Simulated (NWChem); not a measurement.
C5H4FN; SMILES c1cc(F)ccn1

```xyz
11

F      0.0000     0.0000     2.2739
C      0.0000     0.0000     0.9335
C      0.0000    -1.2129     0.2359
C      0.0000    -1.1460    -1.1669
N      0.0000     0.0000    -1.8666
C      0.0000     1.1460    -1.1669
C      0.0000     1.2129     0.2359
H      0.0000    -2.1696     0.7771
H      0.0000    -2.0817    -1.7542
H      0.0000     2.0817    -1.7542
H      0.0000     2.1696     0.7771
```
Atoms are numbered in this order, from 1.

Results from NWChem. Pople sets run with spherical d functions. Coordinates come from a PBE-D3(BJ)/def2-SVP optimisation. B3LYP is NWChem's, with the RPA form of VWN correlation. GIAO values for the isolated, static molecule; σ is the absolute isotropic shielding.

Q: Taking B3LYP/IGLO-II as the yardstick, which of these has the fewest basis functions while keeping “σ C4 (ppm)” within 10 ppm of it: B3LYP/6-31G*; B3LYP/def2-SVP; B3LYP/6-311G**?

A: B3LYP/6-311G**.
```json
[
 {"level": "B3LYP/6-31G*", "basis functions": "106", "σ C4 (ppm)": "43.0"},
 {"level": "B3LYP/def2-SVP", "basis functions": "118", "σ C4 (ppm)": "38.5"},
 {"level": "B3LYP/6-311G**", "basis functions": "150", "σ C4 (ppm)": "23.7"},
 {"level": "B3LYP/IGLO-II", "basis functions": "178", "σ C4 (ppm)": "21.5"}
]
```

The yardstick is one finite set, not the basis-set limit.
